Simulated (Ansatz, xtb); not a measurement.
# ClGeHOSi: where a starting geometry ends

The starting geometry of this gas-phase singlet was built from a drawn formula by distance geometry; its bonds are those of `Cl[Si]1=[GeH][O]1`.

```xyz
5

Cl   -1.6468   -3.9828   -2.3608
Ge    1.2956   -1.4559   -1.9213
O     1.1724   -2.0484   -3.6264
Si   -0.0060   -2.7002   -2.6037
H     2.4255   -1.3123   -0.6709
```

Question: Predict what becomes of its bonds when it is optimised with r2SCAN-D4/def2-SVP.

Answer: A bond breaks, giving a structure given below by its coordinates. Contacts that open: Ge2–Si4 (1.93 → 3.44 Å).

The energy falls by 4.39 eV over 26 steps:

| step | E − E(last) (eV) |
| --- | --- |
| 1 | 4.394 |
| 4 | 0.938 |
| 7 | 0.608 |
| 9 | 0.554 |
| 12 | 0.472 |
| 15 | 0.115 |
| 18 | 0.010 |
| 20 | 0.003 |
| 23 | 0.000 |
| 26 | 0.000 |

Final geometry (Å):

```xyz
5

Cl   -0.7834   -4.2914   -3.2588
Ge    1.9567   -1.0555   -2.5208
O     0.4074   -1.8793   -2.1176
Si   -1.0775   -2.5900   -2.0183
H     2.7375   -1.6834   -1.2676
```

From the same start GFN2-xTB reaches the same bonding as this run.

No frequencies were run, so the end isn't proven a minimum. Run with Ansatz 0.2.0, 51 s on 2 threads of Intel(R) Xeon(R) Platinum 8259CL CPU @ 2.50GHz (Skylake/Cascade Lake), with other jobs on the host.
